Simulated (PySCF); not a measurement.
Species: K2.
SMILES with atom numbers: `[K:1][K:2]`

Geometry (BHandHLYP/def2-SVP, Å), atoms numbered from 1 in this order:
```xyz
2
K2 angstrom
K      1.9951   -0.0059   -0.0047
K     -1.9924    0.0009   -0.0128
```

The calculation used PySCF, BHandHLYP/def2-SVP geometry optimisation, gas phase.

Masses are those of the commonest isotopes; rigid-rotor values at the optimised geometry. 

(1) What are the moment of inertia and the rotational constant?

(2) List the first levels of a rigid rotor in a Σ state.

(3) Has it a pure rotational spectrum?

(4) Estimate the classical rotational partition function at 50 K, 298.15 K and 500 K.

Answers

(1) I = 309.765 u·Å², B = 505379 MHz·u·Å²/I = 1631 MHz (0.0544 cm⁻¹, or 0.078 K as hB/k). For two atoms I = μr² with μ = 19.4819 u and r = 3.9875 Å.

(2) E(J) = BJ(J+1): J = 1: 0.109, J = 2: 0.327, J = 3: 0.653, J = 4: 1.088, J = 5: 1.633, J = 6: 2.286 cm⁻¹.

(3) Not by electric dipole: D∞h allows no dipole (computed 0.00 D). Rotational Raman lines (ΔJ = 2) lie at B(4J + 6), spaced by 4B = 0.218 cm⁻¹, with nuclear-spin weights that differ between even and odd J.

(4) Point group D∞h, symmetry number σ = 2; q = kT/(σhB), k/h = 20836.6 MHz/K: 319 at 50 K, 1900 at 298.15 K, 3190 at 500 K.

No frequency check. No vibrational averaging or centrifugal distortion is included, and the geometry carries the error of its method.
